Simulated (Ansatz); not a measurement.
C2H6BNO (`BNC(C)=O`), relaxed with RKS PBE0-D4/def2-TZVP in Ansatz 0.2.0 from a PBE-D4/def2-SVP geometry. The force threshold is 0.005 eV/Å; the program also tests the step.

Charge 0, multiplicity 1.

Start:

```xyz
11

B    -0.510   -1.431    1.446
N     0.082   -0.680    0.398
C    -0.345    0.586   -0.089
C     0.502    1.126   -1.230
O    -1.304    1.172    0.372
H     0.002   -2.497    1.724
H    -1.482   -0.992    2.017
H     0.905   -1.057   -0.081
H     0.461    0.441   -2.104
H     1.567    1.212   -0.928
H     0.121    2.119   -1.526
```

Q: How much energy does the relaxation release, and in how many steps? (Best estimate.)

A: Ansatz gave: 0.05 eV, in 5 steps, 1 of them rejected.

Q: Which bonds change most? (Estimate.)

A: The calculation gave: B1–H7 from 1.210 to 1.188 Å; B1–H6 from 1.215 to 1.195 Å; N2–C3 from 1.422 to 1.403 Å; C4–H9 from 1.111 to 1.094 Å.

Q: Give the relaxed structure. (An estimate is asked.)

A: The calculation gave: 
```xyz
11

B    -0.506   -1.415    1.433
N     0.083   -0.672    0.391
C    -0.338    0.577   -0.088
C     0.497    1.115   -1.219
O    -1.285    1.158    0.369
H    -0.005   -2.466    1.703
H    -1.460   -0.984    1.995
H     0.893   -1.044   -0.083
H     0.459    0.436   -2.075
H     1.543    1.204   -0.914
H     0.119    2.091   -1.513
```
